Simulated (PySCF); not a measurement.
A structure optimised at r2SCAN-D4/def2-TZVP, used in a PySCF frequency run:

```xyz
4

Ta    -0.1840    -0.0359     0.0000
O      0.6146    -1.5196     0.0000
F      0.4729     0.8211     1.4659
F      0.4729     0.8211    -1.4659
```
Charge +1, spin multiplicity 1.

Question: Write its SMILES, formula and point group.

Answer: [O]=[Ta+]([F])[F], F2OTa, Cs

Question: What are its rotational constants (standard atomic weights)?

Answer: 6.0649, 4.9468, 3.4982 GHz
